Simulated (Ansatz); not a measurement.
Compare A (`CO[SiH](C)C#N`) with its isomer B (`C=C1O[SiH2]C1N`).

Computed with Ansatz on PBE0-D4/def2-TZVP structures; ΔE is electronic, products minus reactants. CCSD(T)/CBS is the MP2 limit (def2-TZVPP, def2-QZVPP) plus CCSD(T) − MP2 in def2-TZVPP, frozen cores. DFT in def2-TZVPP. B3LYP here is the variant with VWN-RPA as its local correlation; programs differ in this. One conformer a species, not always the lowest.

(1) Which isomer does CCSD(T)/CBS put lower? Give the gap. (Best estimate.)

(2) Give E(B) − E(A) in kcal/mol with HF/def2-TZVPP, PBE0-D4, BLYP-D4, B3LYP, B2PLYP, MP2/def2-TZVPP, CCSD/def2-TZVPP. (Estimate.)

(3) Does the order hold for the free energy at 298.15 K (harmonic terms from PBE0-D4)? (Estimate.)

Largest T1 diagnostic: 0.012.

Results:

(1) The calculation gave: A, by 41.0 kcal/mol.

(2) The calculation gave: HF/def2-TZVPP 50.1, PBE0-D4 32.2, BLYP-D4 40.6, B3LYP 41.2, B2PLYP 43.3, MP2/def2-TZVPP 43.7, CCSD/def2-TZVPP 43.6. None reverses the order clearly.

(3) Ansatz gave: Yes: G(B) − G(A) = +43.9 kcal/mol, for one conformer each.

In def2-TZVPP, CCSD(T) changes the Hartree–Fock value by −7.5 kcal/mol (the triples alone add −1.0 kcal/mol) and MP2 by −6.4 kcal/mol. At CCSD(T), def2-SVP lies +1.4 kcal/mol from the extrapolated value and def2-TZVPP +1.6 kcal/mol.
